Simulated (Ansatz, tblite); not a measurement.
Forces on Al(PF3)H3 (AlPH₃F₃) at its B3LYP-D4/def2-SVP geometry. Charge 0, multiplicity 1.

The xTB rows come from tblite. Another isomer (singlet) lies 4.31 eV lower at PBE0-D4/def2-TZVP; other spin states weren't run for this one.

GFN1-xTB (tblite), largest force 1.04 eV/Å:

```xyz
8
positions Å, forces eV/Å
Al   -1.085   -0.970   -0.438    0.013    0.012    0.015
F     1.342    1.659   -0.780    0.203    0.198    0.054
F     2.083    0.061    0.877    0.217    0.153    0.091
F     0.387    1.690    1.443    0.180    0.183    0.095
P     0.740    0.660    0.292   -0.743   -0.663   -0.308
H    -1.177   -1.637    1.003    0.047    0.256   -0.521
H    -0.189   -1.650   -1.562   -0.310    0.270    0.423
H    -2.102    0.187   -0.834    0.393   -0.409    0.150
```

GFN2-xTB (tblite), largest force 1.60 eV/Å:

```
Al -0.001 0.001 0.011
F 0.336 0.173 0.522
F 0.116 0.629 0.041
F 0.612 0.148 -0.133
P -1.138 -1.017 -0.465
H 0.028 0.130 -0.260
H -0.154 0.139 0.212
H 0.201 -0.203 0.073
```

PBE-D4/def2-TZVP (Ansatz), largest force 0.30 eV/Å:

```
Al 0.079 0.070 0.032
F -0.118 -0.181 0.187
F -0.242 0.095 -0.109
F 0.055 -0.190 -0.212
P 0.213 0.195 0.097
H 0.000 -0.051 0.134
H 0.094 -0.052 -0.096
H -0.081 0.115 -0.033
```
